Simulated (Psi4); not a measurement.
Input for Psi4: SAPT0/aug-cc-pVDZ on BrH7Si2 (a complex), monomers drawn apart or pushed together.

```
memory 1800 MB

molecule dimer {
0 1
Br   -0.49929743    0.26644676   -0.20399063
H     0.26136496   -0.57131658    0.66736226
--
0 1
Si    0.74856966   -0.99053090    3.52593137
Si   -0.78004663    0.78575075    3.62490867
H     2.04316708   -0.60786986    4.13870383
H     1.01808466   -1.38242718    2.11557743
H     0.21742004   -2.18361512    4.22763739
H    -1.01257180    1.13596021    5.04765263
H    -2.06743945    0.39039537    3.00917344
H    -0.23821646    1.96954484    2.91937224
units angstrom
symmetry c1
no_reorient
no_com
}

set {
  basis aug-cc-pVDZ
  scf_type df
  freeze_core true
}

energy('sapt0')
```

It printed:

```
[...]
==> Input File <==

--------------------------------------------------------------------------
memory 1800 MB

molecule dimer {
0 1
Br   -0.49929743    0.26644676   -0.20399063
H     0.26136496   -0.57131658    0.66736226
--
0 1
Si    0.74856966   -0.99053090    3.52593137
Si   -0.78004663    0.78575075    3.62490867
H     2.04316708   -0.60786986    4.13870383
H     1.01808466   -1.38242718    2.11557743
H     0.21742004   -2.18361512    4.22763739
H    -1.01257180    1.13596021    5.04765263
H    -2.06743945    0.39039537    3.00917344
H    -0.23821646    1.96954484    2.91937224
units angstrom
symmetry c1
no_reorient
no_com
}

set {
  basis aug-cc-pVDZ
  scf_type df
  freeze_core true
}

energy('sapt0')
--------------------------------------------------------------------------


   => Loading Basis Set <=

    Name: AUG-CC-PVDZ
    Role: ORBITAL
    Keyword: BASIS
    atoms 1       entry BR         line  3326 file aug-cc-pvdz.gbs
    atoms 2, 5-10 entry H          line    40 file aug-cc-pvdz.gbs
    atoms 3-4     entry SI         line   570 file aug-cc-pvdz.gbs

   => Loading Basis Set <=

    Name: AUG-CC-PVDZ
    Role: ORBITAL
    Keyword: BASIS
    atoms 1       entry BR         line  3326 file aug-cc-pvdz.gbs
    atoms 2, 5-10 entry H          line    40 file aug-cc-pvdz.gbs
    atoms 3-4     entry SI         line   570 file aug-cc-pvdz.gbs


  //>>>>>>>>>>>>>>>>>>>>>>>>>>>>>>>>>>>//
  //              Dimer HF             //
  //<<<<<<<<<<<<<<<<<<<<<<<<<<<<<<<<<<<//

   => Libint2 <=

    Primary   basis highest AM E, G, H:  7, 6, 3
    Auxiliary basis highest AM E, G, H:  7, 7, 4
    Onebody   basis highest AM E, G, H:  -, -, -
    Solid Harmonics ordering:            Gaussian


   => Loading Basis Set <=

    Name: AUG-CC-PVDZ
    Role: ORBITAL
    Keyword: BASIS
    atoms 1       entry BR         line  3326 file aug-cc-pvdz.gbs
    atoms 2, 5-10 entry H          line    40 file aug-cc-pvdz.gbs
    atoms 3-4     entry SI         line   570 file aug-cc-pvdz.gbs


         ---------------------------------------------------------
                                   SCF
               by Justin Turney, Rob Parrish, Andy Simmonett
                          and Daniel G. A. Smith
                              RHF Reference
                        1 Threads,   1716 MiB Core
         ---------------------------------------------------------

  ==> Geometry <==

    Molecular point group: c1
    Full point group: C1

    Geometry (in Angstrom), charge = 0, multiplicity = 1:

       Center              X                  Y                   Z               Mass
    ------------   -----------------  -----------------  -----------------  -----------------
         BR          -0.499297430000     0.266446760000    -0.203990630000    78.918337600000
         H            0.261364960000    -0.571316580000     0.667362260000     1.007825032230
         SI           0.748569660000    -0.990530900000     3.525931370000    27.976926534650
         SI          -0.780046630000     0.785750750000     3.624908670000    27.976926534650
         H            2.043167080000    -0.607869860000     4.138703830000     1.007825032230
         H            1.018084660000    -1.382427180000     2.115577430000     1.007825032230
         H            0.217420040000    -2.183615120000     4.227637390000     1.007825032230
         H           -1.012571800000     1.135960210000     5.047652630000     1.007825032230
         H           -2.067439450000     0.390395370000     3.009173440000     1.007825032230
         H           -0.238216460000     1.969544840000     2.919372240000     1.007825032230

  Running in c1 symmetry.

  Rotational constants: A =      0.13442  B =      0.02076  C =      0.01833 [cm^-1]
  Rotational constants: A =   4029.74845  B =    622.48344  C =    549.37019 [MHz]
  Nuclear repulsion =  265.909616627678531

  Charge       = 0
  Multiplicity = 1
  Electrons    = 70
  Nalpha       = 35
  Nbeta        = 35

  ==> Algorithm <==

  SCF Algorithm Type is DF.
  DIIS enabled.
  MOM disabled.
  Fractional occupation disabled.
  Guess Type is SAD.
  Energy threshold   = 1.00e-08
  Density threshold  = 1.00e-08
  Integral threshold = 1.00e-12

  ==> Primary Basis <==

  Basis Set: AUG-CC-PVDZ
    Blend: AUG-CC-PVDZ
    Number of shells: 71
    Number of basis functions: 153
    Number of Cartesian functions: 160
    Spherical Harmonics?: true
    Max angular momentum: 2

   => Loading Basis Set <=

    Name: (AUG-CC-PVDZ AUX)
    Role: JKFIT
    Keyword: DF_BASIS_SCF
    atoms 1       entry BR         line  1380 file aug-cc-pvdz-jkfit.gbs
    atoms 2, 5-10 entry H          line    70 file aug-cc-pvdz-jkfit.gbs
    atoms 3-4     entry SI         line   526 file aug-cc-pvdz-jkfit.gbs

  ==> Integral Setup <==

  DFHelper Memory: AOs need 0.123 GiB; user supplied 1.257 GiB.
  SCF_SUBTYPE=INCORE selected. In-core MEM_DF algorithm will be used.
  Using in-core AOs.

  ==> MemDFJK: Density-Fitted J/K Matrices <==

 
[...]
47   149A     41.574219
     150A    135.530800   151A    135.637130   152A    135.942803
     153A    699.913494

    Final Occupation by Irrep:
              A
    DOCC [    17 ]
    NA   [    17 ]
    NB   [    17 ]

  @DF-RHF Final Energy:  -581.34083062925640

   => Energetics <=

    Nuclear Repulsion Energy =             90.7159996582679042
    One-Electron Energy =                -986.0668756963152646
    Two-Electron Energy =                 314.0100454087909156
    Total Energy =                       -581.3408306292564021

Computation Completed


Properties will be evaluated at   0.000000,   0.000000,   0.000000 [a0]

Properties computed using the SCF density matrix


 Multipole Moments:

 ------------------------------------------------------------------------------------
     Multipole            Electronic (a.u.)      Nuclear  (a.u.)        Total (a.u.)
 ------------------------------------------------------------------------------------

 L = 1.  Multiply by 2.5417464519 to convert [e a0] to [Debye]
 Dipole X            :          0.8739522           -0.9075098           -0.0335576
 Dipole Y            :          6.7381099           -6.6989541            0.0391558
 Dipole Z            :       -229.7312855          229.7337736            0.0024882
 Magnitude           :                                                    0.0516283

 ------------------------------------------------------------------------------------

  Constructing Basis Sets for SAPT...

   => Loading Basis Set <=

    Name: (AUG-CC-PVDZ AUX)
    Role: RIFIT
    Keyword: DF_BASIS_SAPT
    atoms 1       entry BR         line   970 file aug-cc-pvdz-ri.gbs
    atoms 2, 5-10 entry H          line    30 file aug-cc-pvdz-ri.gbs
    atoms 3-4     entry SI         line   400 file aug-cc-pvdz-ri.gbs

   => Loading Basis Set <=

    Name: (AUG-CC-PVDZ AUX)
    Role: JKFIT
    Keyword: DF_BASIS_ELST
    atoms 1       entry BR         line  1380 file aug-cc-pvdz-jkfit.gbs
    atoms 2, 5-10 entry H          line    70 file aug-cc-pvdz-jkfit.gbs
    atoms 3-4     entry SI         line   526 file aug-cc-pvdz-jkfit.gbs


  //>>>>>>>>>>>>>>>>>>>>>>>>>>>>>>>>>>>//
  //               SAPT0               //
  //<<<<<<<<<<<<<<<<<<<<<<<<<<<<<<<<<<<//



        SAPT0
    Ed Hohenstein
     6 June 2009

      Orbital Information
  --------------------------
    NSO        =       153
    NMO        =       153
    NRI        =       475
    NRI (Elst) =       674
    NOCC A     =        18
    NOCC B     =        17
    FOCC A     =         9
    FOCC B     =        10
    NVIR A     =       135
    NVIR B     =       136

    Elst10,r            =    -0.004373186568 [Eh]
    Exch10              =     0.013101746988 [Eh]
    Exch10 (S^2)        =     0.012996278261 [Eh]

    Maxiter = 50
    CPHF R converge = 1.000000E-08

    Iter     Energy [mEh]          dE [mEh]         Residual      Time [s]
       1      -1.24286103       1.242861032     4.877897e-03             0
       2      -1.53803757       0.295176543     1.124695e-03             0
       3      -1.54686455       0.008826973     3.078693e-04             0
       4      -1.54133074      -0.005533812     7.803582e-05             0
       5      -1.54176947       0.000438737     2.483249e-05             0
       6      -1.54200494       0.000235464     6.451762e-06             0
       7      -1.54192759      -0.000077344     1.089139e-06             0
       8      -1.54193583       0.000008237     1.594977e-07             0
       9      -1.54193502      -0.000000809     2.843880e-08             0
      10      -1.54193511       0.000000085     4.135902e-09             0

    CHF Iterations converged

    Maxiter = 50
    CPHF R converge = 1.000000E-08

    Iter     Energy [mEh]          dE [mEh]         Residual      Time [s]
       1      -3.25207242       3.252072418     8.492810e-03             0
       2      -4.11962025       0.867547832     1.465428e-03             0
       3      -4.09961872      -0.020001526     2.853344e-04             0
       4      -4.09483239      -0.004786332     6.377957e-05             0
       5      -4.09645785       0.001625461     1.320972e-05             0
       6      -4.09626514      -0.000192718     3.270420e-06             0
       7      -4.09627106       0.000005920     7.589653e-07             0
       8      -4.09627871       0.000007658     1.810815e-07             0
       9      -4.09627716      -0.000001552     3.271303e-08             0
      10      -4.09627719       0.000000023     5.631748e-09             0

    CHF Iterations converged

    Ind20,r (A<-B)      =    -0.001541935105 [Eh]
    Ind20,r (B<-A)      =    -0.004096277186 [Eh]
    Ind20,r             =    -0.005638212291 [Eh]
    Exch-Ind20,r (A<-B) =     0.001310472023 [Eh]
    Exch-Ind20,r (B<-A) =     0.002681817892 [Eh]
    Exch-Ind20,r        =     0.003992289915 [Eh]
    Disp20              =    -0.007162243796 [Eh]
    Disp20 (SS)         =    -0.003581121898 [Eh]
    Disp20 (OS)         =    -0.003581121898 [Eh]
    Exch-Disp20         =     0.000811407148 [Eh]
    Exch-Disp20 (SS)    =     0.000508394873 [Eh]
    Exch-Disp20 (OS)    =     0.000303012275 [Eh]

    SAPT Results
  --------------------------------------------------------------------------------------------------------
    Electrostatics                 -4.37318657 [mEh]      -2.74421600 [kcal/mol]     -11.48179975 [kJ/mol]
      Elst10,r                     -4.37318657 [mEh]      -2.74421600 [kcal/mol]     -11.48179975 [kJ/mol]

    Exchange                       13.10174699 [mEh]       8.22147036 [kcal/mol]      34.39863198 [kJ/mol]
      Exch10                       13.10174699 [mEh]       8.22147036 [kcal/mol]      34.39863198 [kJ/mol]
      Exch10(S^2)                  12.99627826 [mEh]       8.15528773 [kcal/mol]      34.12172387 [kJ/mol]

    Induction                      -3.72464161 [mEh]      -2.33724790 [kcal/mol]      -9.77904521 [kJ/mol]
      Ind20,r                      -5.63821229 [mEh]      -3.53803163 [kcal/mol]     -14.80312433 [kJ/mol]
      Exch-Ind20,r                  3.99228991 [mEh]       2.50519974 [kcal/mol]      10.48175573 [kJ/mol]
      delta HF,r (2)               -2.07871924 [mEh]      -1.30441601 [kcal/mol]      -5.45767660 [kJ/mol]

    Dispersion                     -6.35083665 [mEh]      -3.98521016 [kcal/mol]     -16.67411932 [kJ/mol]
      Disp20                       -7.16224380 [mEh]      -4.49437584 [kcal/mol]     -18.80446850 [kJ/mol]
      Exch-Disp20                   0.81140715 [mEh]       0.50916567 [kcal/mol]       2.13034917 [kJ/mol]
      Disp20 (SS)                  -3.58112190 [mEh]      -2.24718792 [kcal/mol]      -9.40223425 [kJ/mol]
      Disp20 (OS)                  -3.58112190 [mEh]      -2.24718792 [kcal/mol]      -9.40223425 [kJ/mol]
      Exch-Disp20 (SS)              0.50839487 [mEh]       0.31902260 [kcal/mol]       1.33479056 [kJ/mol]
      Exch-Disp20 (OS)              0.30301227 [mEh]       0.19014307 [kcal/mol]       0.79555862 [kJ/mol]

  Total HF                          5.00391881 [mEh]       3.14000646 [kcal/mol]      13.13778702 [kJ/mol]
  Total SAPT0                      -1.34691784 [mEh]      -0.84520370 [kcal/mol]      -3.53633230 [kJ/mol]

  Special recipe for scaled SAPT0 (see Manual):
    Electrostatics sSAPT0          -4.37318657 [mEh]      -2.74421600 [kcal/mol]     -11.48179975 [kJ/mol]
    Exchange sSAPT0                13.10174699 [mEh]       8.22147036 [kcal/mol]      34.39863198 [kJ/mol]
    Induction sSAPT0               -3.62665479 [mEh]      -2.27576024 [kcal/mol]      -9.52178083 [kJ/mol]
    Dispersion sSAPT0              -6.33092146 [mEh]      -3.97271319 [kcal/mol]     -16.62183200 [kJ/mol]
  Total sSAPT0                     -1.22901582 [mEh]      -0.77121907 [kcal/mol]      -3.22678060 [kJ/mol]
  --------------------------------------------------------------------------------------------------------



*** Psi4 exiting successfully. Buy a developer a beer!
```

The run finished.

Cost: very roughly 16 core-seconds.
